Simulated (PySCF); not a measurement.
Compound: tetrabromoethene, C2Br4.
Cartesian coordinates in Å at the PBE0-D3(BJ)/def2-SVP level; atoms count from 1:
```xyz
6
C2Br4 angstrom
Br    -2.1415    0.1692   -0.8299
C     -0.4005   -0.3668   -0.4087
Br     0.1337   -1.9850   -1.1776
C      0.4084    0.3581    0.3911
Br    -0.1270    1.9747    1.1626
Br     2.1485   -0.1796    0.8144
```

All values: CAM-B3LYP/def2-SVPD (PySCF, non-relativistic), on one gas-phase PBE0-D3(BJ)/def2-SVP geometry that isn't relaxed in the solvent. The solvent is an IEF-PCM continuum (van der Waals radii × 1.2), and excitations are vertical TDDFT with non-equilibrium linear response and a frozen core. Specific hydrogen bonds and non-electrostatic terms are outside this model. Spin–orbit coupling is left out although an atom past zinc is present.

Gas-phase singlets (H = HOMO, L = LUMO):

```csv
state,E (eV),λ (nm),f,leading configurations
S1,4.712,263,0.000,H→L+1 92%
S2,5.092,243,0.000,H→L+3 91%
S3,5.148,241,0.000,H→L+2 90%
S4,5.574,222,0.367,H→L 97%
S5,5.677,218,0.000,H-1→L 99%
```

Q: Give the list for dimethylsulfoxide (ε = 46.83), n² = 2.19.

A: 
| state | E (eV) | λ (nm) | f | leading configurations | change by rank (eV) |
| --- | --- | --- | --- | --- | --- |
| S1 | 4.758 | 261 | 0.000 | H→L+1 92% | +0.046 |
| S2 | 5.135 | 241 | 0.000 | H→L+3 92% | +0.043 |
| S3 | 5.206 | 238 | 0.000 | H→L+2 90% | +0.058 |
| S4 | 5.468 | 227 | 0.500 | H→L 98% | -0.106 |
| S5 | 5.719 | 217 | 0.000 | H-1→L 99% | +0.042 |

Q: The ground-state energy changes by -0.076 eV from gas to dimethylsulfoxide. By how much does the total energy of gas-phase S4 change?

A: E(S4) = E(S0) + excitation energy, so it changes by -0.076 − 0.106 = -0.182 eV: it is lowered more than the ground state, which is what a red shift means. This is the vertical state, with the slow part of the continuum still set for S0.

Q: How do the frontier levels move from gas to dimethylsulfoxide?

A: 
```csv
orbital,gas (eV),solvent (eV),change (eV),"Löwdin shares, gas","Löwdin shares, solvent"
LUMO+2,-0.10,0.05,+0.15,"Br5 20 %, Br3 20 %, Br6 20 %, Br1 19 %","Br5 21 %, Br6 20 %, Br3 20 %, Br1 19 %"
LUMO+1,-0.24,-0.10,+0.14,"Br6 18 %, Br1 18 %, Br5 17 %, Br3 17 %","Br6 18 %, Br1 18 %, Br5 17 %, Br3 17 %"
LUMO,-0.25,-0.16,+0.09,"C4 31 %, C2 31 %, Br5 9 %, Br3 9 %","C4 31 %, C2 31 %, Br3 9 %, Br5 9 %"
HOMO,-8.50,-8.44,+0.06,"C4 19 %, C2 19 %, Br5 15 %, Br3 15 %","C4 20 %, C2 20 %, Br5 15 %, Br3 15 %"
HOMO-1,-9.30,-9.26,+0.04,"Br3 25 %, Br1 25 %, Br6 25 %, Br5 25 %","Br3 25 %, Br1 25 %, Br6 25 %, Br5 25 %"
HOMO-2,-10.14,-10.10,+0.04,"Br1 23 %, Br6 23 %, Br3 23 %, Br5 23 %","Br1 23 %, Br6 23 %, Br3 23 %, Br5 23 %"
HOMO-3,-10.46,-10.42,+0.04,"Br5 23 %, Br3 23 %, Br6 23 %, Br1 23 %","Br5 23 %, Br3 23 %, Br6 23 %, Br1 23 %"
```

The HOMO–LUMO gap goes from 8.25 to 8.27 eV.
